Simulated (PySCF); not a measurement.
Isomers of CH7BSi. Gas-phase values, no solvent. One relaxed conformer stands for each flexible species; it need not be the lowest. Strings in code marks are SMILES.

Calculation: B3LYP-D3(BJ)/def2-TZVP (PySCF). All candidates: neutral, multiplicity 1. B3LYP has the VWN-RPA correlation part, as in Gaussian. Delta-SCF ions had no search for a lower state. Excitations are Tamm–Dancoff values on a coarser integration grid. The basis has no diffuse functions, so Rydberg states are missing or too high.

* **vertical ionisation energy (Delta-SCF)**: 11.17 eV
* **T1 excitation (TDA)**: 5.28 eV
* **LUMO**: -1.58 eV

**Question.** Say which member has these values.
(A) `B[SiH2]C` (H–B–Si–C torsion 94°)
(B) `CB[SiH3]`
(C) `BC[SiH3]` (H–B–C–Si torsion 88°)

**Answer.** C, `BC[SiH3]` (H–B–C–Si torsion 88°). The others give `CB[SiH3]`: 10.08 eV, 3.60 eV, -2.02 eV; `B[SiH2]C` (H–B–Si–C torsion 94°): 10.28 eV, 3.19 eV, -2.55 eV
